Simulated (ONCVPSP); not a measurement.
Re ONCV: all-electron and pseudo phase curves

```json
{"Element": "Re", "Generator": "ONCVPSP 4.0.1", "Type": "optimised norm-conserving Vanderbilt (ONCV)", "Functional": "PBE", "Relativity": "scalar-relativistic", "Frozen core": "[Kr] 4d10 4f14", "Valence charge": "15", "Reference configuration": "5s2 5p6 5d5.5 6s1.5", "Partial waves": "5s+6s: rc 1.85 bohr, ncon 4, nbas 8, qcut 5.8 1/bohr, 2 projectors; 5p: rc 1.95 bohr, ncon 5, nbas 8, qcut 8.6 1/bohr, 2 projectors, debl 1.4 Ha; 5d: rc 1.60 bohr, ncon 4, nbas 7, qcut 5.5 1/bohr, local", "Local potential": "the d channel", "Core correction": "Teter function, fcfact 5.75, rcfact 1.3"}
```

In the p channel the program set the typed energies aside and used -1.689, 0.250 Ha.

The phase is arctan(r·R′/R) of the radial function R(r), unwrapped; energies in Ha, scanned from -5 to 5 Ha. A pole is an energy at which the radial function vanishes at the test radius. The pseudo phase is shifted by a multiple of π to meet the all-electron one at the reference energy, and phase errors are pseudo minus all-electron; the curves can meet again beyond the range given. Levels narrower than the energy grid can be missing from the lists of poles.

Q: For each channel, where are the poles, and over which energies does the pseudopotential scatter like the atom?

A:

```
channel  radius (bohr)  reference energy (Ha)  poles, all-electron  poles, pseudo  unbroken range about the reference energy with phases within 0.05 rad  phase error 1 Ha above the reference energy (rad)
      s           1.88                  -0.21          -2.90, 4.42          -2.90                                                        the whole range                                             +0.010
      p           1.97                  -1.69                -1.38          -1.38                                                        the whole range                                             -0.000
      d           1.62                  -0.17                 2.02           1.97                                                              below 4.2                                             -0.002
```

Phases in the p channel:

```csv
E (Ha),all-electron,pseudo
-4.96,1.351,1.351
-4.48,1.331,1.331
-4.00,1.303,1.303
-3.52,1.263,1.262
-3.04,1.193,1.192
-2.56,1.025,1.025
-2.08,0.061,0.061
-1.60,-1.423,-1.423
-1.12,-1.669,-1.669
-0.64,-1.793,-1.793
-0.16,-1.915,-1.915
0.32,-2.101,-2.101
0.80,-2.498,-2.498
1.28,-3.359,-3.360
1.76,-4.056,-4.057
2.24,-4.342,-4.343
2.72,-4.479,-4.480
3.20,-4.558,-4.560
3.68,-4.612,-4.614
4.16,-4.653,-4.655
4.64,-4.685,-4.689
```
